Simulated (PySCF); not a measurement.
A PySCF script (with the pyscf-properties extension) for the NMR shieldings of SMILES CCC#CB(O)OC, C$_{5}$H$_{9}$BO$_{2}$, on a GFN2-xTB geometry:

```python
import basis_set_exchange as bse
import numpy as np
from pyscf import gto, dft
from pyscf.prop import nmr

atoms = """
C    -2.915621   -1.690875   -0.597142
C    -2.757626   -0.296527    0.010234
C    -1.372909    0.130831    0.013106
C    -0.214082    0.459717    0.007066
B     1.240441    0.919365    0.030544
O     1.539707    2.070245    0.686380
O     2.150815    0.134351   -0.612704
C     3.521818    0.434358   -0.672736
H    -3.959219   -1.997524   -0.566745
H    -2.321931   -2.413295   -0.042093
H    -2.579775   -1.694777   -1.631431
H    -3.126145   -0.295575    1.040666
H    -3.347209    0.427916   -0.559802
H     2.462956    2.323434    0.683243
H     3.701613    1.368452   -1.217478
H     3.960423    0.515825    0.328819
H     4.009746   -0.383890   -1.203931
"""
names = dict.fromkeys(["C", "B", "O", "H"], "pcSseg-1")
basis = {el: gto.basis.parse(bse.get_basis(n, elements=[el], fmt="nwchem")) for el, n in names.items()}
mol = gto.M(atom=atoms, basis=basis, charge=0, verbose=0)
mf = dft.RKS(mol, xc="PBE0")
mf.grids.level = 2
mf.grids.alignment = dft.numint.BLKSIZE   # the property module wants whole blocks of grid points
mf.conv_tol = 1e-9
mf.kernel()

calc = nmr.RKS(mf)   # GIAO
C = mf.mo_coeff
Co = C[:, mf.mo_occ > 0]
resp = mf.gen_response(singlet=True, hermi=2)
def vind(x):   # induced exchange potential for any number of trial vectors
    d = np.einsum("pi,xij,qj->xpq", C, 2 * x.reshape(-1, C.shape[1], Co.shape[1]), Co, optimize=True)
    return np.einsum("xpq,pi,qj->xij", resp(d - d.transpose(0, 2, 1)), C, Co, optimize=True).ravel()
mo1, _ = nmr.rhf.solve_mo1(calc, with_cphf=vind)
sigma = calc.kernel(mo1)
for i, s in enumerate(sigma):   # ppm
    print("%2d %-2s %9.2f" % (i, mol.atom_pure_symbol(i), np.trace(s) / 3))
```

Problem. Give the expected output.

Solution. 
```
 0 C     170.11
 1 C     170.49
 2 C      78.21
 3 C      99.85
 4 B      81.90
 5 O     218.99
 6 O     235.65
 7 C     135.95
 8 H      30.71
 9 H      30.46
10 H      30.43
11 H      29.37
12 H      29.39
13 H      27.84
14 H      28.12
15 H      28.13
16 H      27.61
```

These numbers come from an equivalent density-fitted implementation of the same equations, which agrees with the script to about 0.01 ppm for H and up to a few tenths of a ppm for heavy atoms, so last digits may differ.

Size and cost of the density-fitted run: 181 basis functions, 44 s wall time on 1 thread of an Arm Neoverse N1, shared host; peak memory 0.82 GiB.
